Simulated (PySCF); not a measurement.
**Finite-field polarisability of Ar (argon, neutral)**

[Ar], closed-shell 1S. Computed with PySCF 2.14 in aug-cc-pwCVTZ (8s7p5d3f, 75 functions), with the non-relativistic Hamiltonian (point nucleus). Frozen: [Ne]. Energy changes in a uniform field (μhartree):

```json
{"axis": "x", "F (au)": "0.0044", "HF": "-101.623", "MP2": "-105.092", "CCSD": "-104.640", "CCSD(T)": "-105.321"}
{"axis": "x", "F (au)": "0.0088", "HF": "-406.575", "MP2": "-420.469", "CCSD": "-418.659", "CCSD(T)": "-421.387"}
```

Question: Derive α along x at CCSD(T) from the two fields.

Answer: With ΔE = −αF²/2 − γF⁴/24, α = −(16 ΔE(F) − ΔE(2F))/(6F²) = 10.88 bohr³.

Question: And the mean polarisability at each level?

Answer: HF 10.50, MP2 10.86, CCSD 10.81, CCSD(T) 10.88 bohr³. Reference: 11.083 ± 0.007 bohr³ (recommended; Schwerdtfeger and Nagle, table of static dipole polarizabilities (2023 update)).
